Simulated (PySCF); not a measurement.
SMILES Clc1ccccc1Br (C₆H₄BrCl) at its GFN2-xTB optimised geometry (Å):

```
12

Cl    -1.5858    -2.3320     0.0000
C     -0.7050    -0.8494     0.0000
C     -1.3868     0.3590     0.0000
C     -0.6858     1.5517     0.0000
C      0.6994     1.5464     0.0000
C      1.3864     0.3459     0.0000
C      0.6856    -0.8494     0.0000
Br     1.6453    -2.4861     0.0000
H     -2.4653     0.3533     0.0000
H     -1.2251     2.4861     0.0000
H      1.2487     2.4748     0.0000
H      2.4653     0.3273     0.0000
```

Computed with B3LYP/def2-TZVP run with PySCF. Cells within 0.4 Å of a nucleus heavier than hydrogen are left out (blank, or x).

Map of the electrostatic potential (hartree/e), clipped to [-0.08, 0.12] on the plane z = 0.0 Å:

```
|2222222222222222222222222222222|
|2222222223333322233333222222222|
|2222222333333333333333332222222|
|2222223334444433334444333222222|
|2222223346787543456876433222222|
|2222223459999854579999543222222|
|2222233469999987899999743322222|
|2222233469999999999999743322222|
|2222333469999999999999643332222|
|222233345999xx999xx999543332222|
|222334456999xxx99xx999654333222|
|2233456899999x999x9999976543322|
|2234599999999999999999999954322|
|2234799999xx9999999xx9999974322|
|2234899999xx9999999xx9999984322|
|2234699999x99999999xx9999964322|
|2223479999999999999999999743222|
|222234569999xx999xx999975432221|
|111222358999xx99xxx999853222111|
|1111113599999x999x9999963211111|
|1111113999999999999999995211111|
|1110016999999999999999999310011|
|111012999xx99999999999999410011|
|111113999xxx99869999xx999621011|
|1111139999x999548999xx999721111|
|1111137999999722499999999621111|
|1111125999997200269999999521111|
|1111123578752000026999996421111|
|1111122333321000002478764321111|
|1111111222110000001233333221111|
|1111111111100000000112222211111|
```
Scale: ten equal steps from -0.024 (start of '0') to 0.120 (end of '9'), in the order '0123456789'; x runs from -4.50 to 4.50, y from -4.50 (bottom) to 4.50 (top).
